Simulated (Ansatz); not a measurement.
Ligand-field states of Co(NH2)3 (CoN₃H₆) at its PBE0-D4/def2-SVP geometry (relaxed as a quintet).

```xyz
10

Co    0.000    0.000    0.000
N    -0.281   -0.102   -1.795
H    -0.531    0.679   -2.395
H    -0.211   -0.948   -2.353
N     0.489   -1.485    0.930
H     0.649   -2.405    0.527
H     0.643   -1.526    1.934
N    -0.208    1.587    0.865
H    -0.493    2.460    0.429
H    -0.057    1.739    1.858
```

CASSCF(6,5) on the Co 3d shell in def2-SVP, averaged with equal weights over 5 quintets and 12 triplets and 6 singlets, then SC-NEVPT2; Ansatz, no spin–orbit coupling. The space holds no ligand orbitals and no second d shell, so covalent complexes are described poorly.

Q: Estimate the states' energies above the lowest.

A: 
| state | CASSCF (cm⁻¹) | NEVPT2 (cm⁻¹) |
| --- | --- | --- |
| quintet 1 | 0 | 0 |
| quintet 2 | 3926 | 8075 |
| quintet 3 | 3935 | 8063 |
| quintet 4 | 10279 | 13003 |
| quintet 5 | 10322 | 13054 |
| triplet 1 | 22399 | 20745 |
| triplet 2 | 22399 | 20748 |
| triplet 3 | 22624 | 21624 |
| triplet 4 | 23102 | 22570 |
| triplet 5 | 24666 | 26005 |
| triplet 6 | 24715 | 25918 |
| triplet 7 | 25163 | 27062 |
| triplet 8 | 25192 | 27066 |
| triplet 9 | 25657 | 22923 |
| triplet 10 | 26030 | 26122 |
| triplet 11 | 26071 | 26287 |
| triplet 12 | 26412 | 25527 |
| singlet 1 | 31775 | 29608 |
| singlet 2 | 31907 | 29702 |
| singlet 3 | 33936 | 31903 |
| singlet 4 | 34542 | 33210 |
| singlet 5 | 34550 | 33214 |
| singlet 6 | 35816 | 34897 |
The lowest NEVPT2 state is a quintet. Run time 16 s (4 threads of Intel Xeon 6975P-C on a shared host).
